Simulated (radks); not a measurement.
Removal energies from the copper ion Cu7+, [Ar] 3d(3/2: 4, 5/2: 0), by Delta-SCF beside the eigenvalue of the level emptied. Calculated with a radial shooting solver on a logarithmic mesh with Libxc functionals: Dirac Kohn-Sham, BLYP, spin-unpolarised, spherical densities, finite nucleus; Fermi nuclear charge, rms radius of each element as measured or else 0.836 A^(1/3) + 0.57 fm. Sub-shells are occupied by j as written (lower j first in brackets).

removed from,final configuration,Delta-SCF (eV),-eigenvalue (eV)
3d3/2,"[Ar] 3d(3/2: 3, 5/2: 0)",165.69,150.59
3p3/2,"[Ne] 3s2 3p(1/2: 2, 3/2: 3) 3d(3/2: 4, 5/2: 0)",235.10,220.07
3p1/2,"[Ne] 3s2 3p(1/2: 1, 3/2: 4) 3d(3/2: 4, 5/2: 0)",238.28,223.13
3s1/2,"[Ne] 3s1 3p6 3d(3/2: 4, 5/2: 0)",280.25,264.97
